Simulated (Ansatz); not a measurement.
Geometry optimisation, RKS PBE-D4/def2-SVP in Ansatz 0.2.0.

The input (input.yaml):

```yaml
crystal:
  periodic: [false, false, false]
  atoms:
    - { symbol: Sn, position_ang: [0.233309, 0.047247, -0.019118] }
    - { symbol: Cl, position_ang: [1.033236, -0.015728, 2.23418] }
    - { symbol: H, position_ang: [1.938055, -0.085493, -0.214926] }
    - { symbol: H, position_ang: [-0.759538, 1.415133, -0.351831] }
    - { symbol: Cl, position_ang: [-0.968061, -1.907958, -0.603005] }
basis:
  gaussian: { orbitals: def2-SVP }
hamiltonian:
  xc: pbe
  dispersion: d4
relax:
  f_tol: 0.03
  max_steps: 50
```

Launched with:

```bash
$ ansatz run input.yaml --threads 2 --pin off --max-ram 3072MiB --backend cpu --events-out ev --progress --plain --runs-dir out
```

Task: Where does it end, and by what steps?

Result: It converged. After 3 steps the energy has fallen by 0.469 eV; H3 moved furthest, 0.45 Å.

```csv
step,energy less start (eV),largest force component (eV/Å),accepted
0,0.0000,1.079,yes
1,-0.3122,0.539,yes
2,-0.4536,0.244,yes
3,-0.4687,0.028,yes
```

```xyz
5
Properties=species:S:1:pos:R:3
Sn 0.359 0.038 0.083
Cl 0.718 -0.016 2.420
H 1.904 -0.078 -0.668
H -0.632 1.398 -0.273
Cl -0.872 -1.890 -0.517
```

Whether the end is a true minimum wasn't checked by a vibrational analysis.

The run took 4.5 s on 2 threads of Arm Neoverse V2, on a shared host, peak memory 0.13 GiB.
